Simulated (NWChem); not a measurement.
System: C$_{2}$H$_{3}$BFNO; SMILES O1B(C=NC1)F

```xyz
9

F      0.0874    -2.0995     0.0000
B      0.0634    -0.7817     0.0000
C      1.2183     0.2833     0.0000
N      0.6833     1.4504     0.0000
C     -0.7404     1.2971     0.0000
O     -1.0912    -0.0739     0.0000
H      2.3110     0.1890     0.0000
H     -1.1683     1.7857     0.8920
H     -1.1683     1.7857    -0.8920
```
Atoms are numbered in this order, from 1.

Results from NWChem. All runs use the structure optimised with PBE0/def2-SVP.

Q: Predict the results for CAM-B3LYP/def2-SVP. Quantities: highest occupied level (eV); orbital gap (eV); dipole (D).

A: 
```yaml
highest occupied level (eV): -9.41
orbital gap (eV): 9.17
dipole (D): 0.82
```
